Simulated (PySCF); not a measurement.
TDDFT excited states: C7H15F

Compound: C7H15F.
Structure used (PBE0-D3(BJ)/def2-SVP), in Å, numbered top down from 1:
```xyz
23
C7H15F angstrom
C     -2.221   -0.660    0.046
C     -0.917   -0.677   -0.736
C      0.325   -0.326    0.088
C      0.265    1.066    0.730
C      0.205    2.237   -0.242
C      1.586   -0.535   -0.748
C      2.887   -0.301   -0.017
F      1.588   -1.848   -1.200
H     -3.057   -1.020   -0.573
H     -2.162   -1.312    0.933
H     -2.487    0.349    0.396
H     -0.991    0.007   -1.600
H     -0.757   -1.678   -1.164
H      0.392   -1.060    0.913
H      1.130    1.190    1.402
H     -0.615    1.102    1.391
H      0.135    3.192    0.300
H     -0.670    2.175   -0.907
H      1.100    2.294   -0.883
H      1.543    0.102   -1.650
H      3.032    0.763    0.220
H      3.726   -0.627   -0.647
H      2.916   -0.876    0.922
```

Computed, not measured: PySCF, TDDFT B3LYP/def2-SVPD, vertical, gas phase, core orbitals frozen in the response.

| state | E (eV) | E (kJ/mol) | λ (nm) | f | \|μ\| (D) | main configurations (H = HOMO, L = LUMO) |
| --- | --- | --- | --- | --- | --- | --- |
| S1 | 7.96 | 768 | 155.7 | 0.0032 | 0.32 | H→L (97%) |
| S2 | 8.09 | 780 | 153.3 | 0.0018 | 0.24 | H-1→L (97%) |
| S3 | 8.31 | 802 | 149.2 | 0.0017 | 0.23 | H-2→L (76%), H→L+1 (20%) |
| S4 | 8.34 | 805 | 148.6 | 0.014 | 0.67 | H→L+1 (74%), H-2→L (19%) |
| S5 | 8.47 | 817 | 146.3 | 0.014 | 0.66 | H-1→L+1 (90%) |
| S6 | 8.49 | 819 | 146.0 | 0.0062 | 0.44 | H→L+2 (90%) |
| S7 | 8.59 | 829 | 144.3 | 0.0014 | 0.21 | H-1→L+2 (89%) |
| S8 | 8.75 | 844 | 141.8 | 0.038 | 1.08 | H-2→L+1 (89%) |
| S9 | 8.77 | 846 | 141.4 | 0.015 | 0.67 | H-3→L (62%), H-2→L+2 (11%) |
| S10 | 8.84 | 853 | 140.3 | 0.0090 | 0.52 | H→L+3 (59%), H-2→L+2 (30%) |

Triplets, Tamm–Dancoff:

```tsv
state	E (eV)	λ (nm)	main configurations (H = HOMO, L = LUMO)
T1	7.86	157.7	H→L (95%)
T2	7.98	155.4	H-1→L (94%)
T3	8.13	152.5	H→L+1 (80%)
T4	8.18	151.6	H-2→L (82%)
```

The lowest singlet lies at 7.96 eV (156 nm, vacuum ultraviolet) and is very weak; its leading configuration is HOMO→LUMO (97%). The most intense listed level is S8 at 8.75 eV (142 nm, f = 0.038), 0.78 eV above S1. Löwdin shares by element: HOMO carbon 45% or more, fluorine 17% (atoms not listed hold the other 38%); LUMO carbon 38% or more (atoms not listed hold the other 62%). Weighted by f, the mean energy of these states is 8.61 eV. The listed states span 0.87 eV, and the widest gap between neighbours is 0.22 eV (S2 to S3). Of the 10 states listed, 4 reach f = 0.01 and none stays under 0.0005. All these states lie below the vertical ionisation energy of 10.52 eV (ΔSCF). Only the lowest 10 singlets were computed, as vertical energies without vibronic structure.

The run took 18 min of wall time on one thread, Arm Neoverse N1 (aarch64), shared host with 64 logical CPUs at a one-minute load of 61, and the process peaked at 1.1 GiB of memory.

One conformer stands for the species.

Without π bonds the low states are Rydberg-like; a valence basis with one diffuse set may place them up to an eV too high.
